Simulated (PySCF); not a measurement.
Compound: AlBr3.OEt2, C₄H₁₀AlBr₃O.
Bonds: C1–C2, C2–O3, O3–C4, C4–C5, O3–Al6, Al6–Br7, Al6–Br8, Al6–Br9. Hydrogens: H10, H11, H12 on C1; H13, H14 on C2; H15, H16 on C4; H17, H18, H19 on C5.

Jobs on this species (19 atoms, 160 electrons) with PySCF (density fitting). Hardware of each: one thread, x86-64 server, on a shared host. The host was shared with other jobs, so the times are rough.

Question: Rank these jobs by wall time, shortest first.
A. PBE0-D3(BJ)/def2-SVP, grid level 1; geometry optimisation from a GFN2-xTB start; 234 basis functions
B. PBE0/pcSseg-1; shieldings, charges and field gradients; 282 basis functions
C. CAM-B3LYP/def2-SVPD; 10 singlets by full TDDFT, 4 Tamm–Dancoff triplets, polarisability, ΔSCF ions; 330 basis functions

Answer: B (69 s), A (7.3 min), C (12 min).

All jobs:

```
                level and settings                                                                           work  basis functions  SCF cycles  wall time
                     WP04/pcSseg-1                                                                     shieldings              282          13       66 s
                     PBE0/pcSseg-1                                        shieldings, charges and field gradients              282          12       69 s
PBE0-D3(BJ)/def2-SVP, grid level 1                                    geometry optimisation from a GFN2-xTB start              234          85    7.3 min
               CAM-B3LYP/def2-SVPD  10 singlets by full TDDFT, 4 Tamm–Dancoff triplets, polarisability, ΔSCF ions              330          11     12 min
```

Question: What do all jobs in the table cost together?

Answer: About 22 min; the longest takes about 56 % of that, and about 11 times as long as the shortest.
